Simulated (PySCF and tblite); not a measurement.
The numbers below are computed, except where a source is named.
System: C₆H₅N₃S, numbered as in [cH:1]1[cH:2][s:3][c:4](-[c:5]2[n:6][cH:7][n:8][nH:9]2)[cH:10]1.

Motion: rotation about the C4–C5 bond (torsion S3–C4–C5–N6 from 180° to 360°, rising). GFN2-xTB gives an electronic barrier of 5.5 kcal/mol and a reaction energy of 1.2 kcal/mol.

Task: What does CAM-B3LYP/pcSseg-1 + D3(BJ), IEF-PCM methanol give on GFN2-xTB geometries?

Result: A barrier of 2.8 kcal/mol, 2.8 below the tight-binding barrier (from unrounded values), a reaction energy of -1.0 kcal/mol and, with GFN2-xTB thermal terms, ΔG‡(298 K) = 3.2 kcal/mol and k = 6×10¹⁰ s⁻¹ (2 equivalent paths).

Programs: tblite and PySCF.
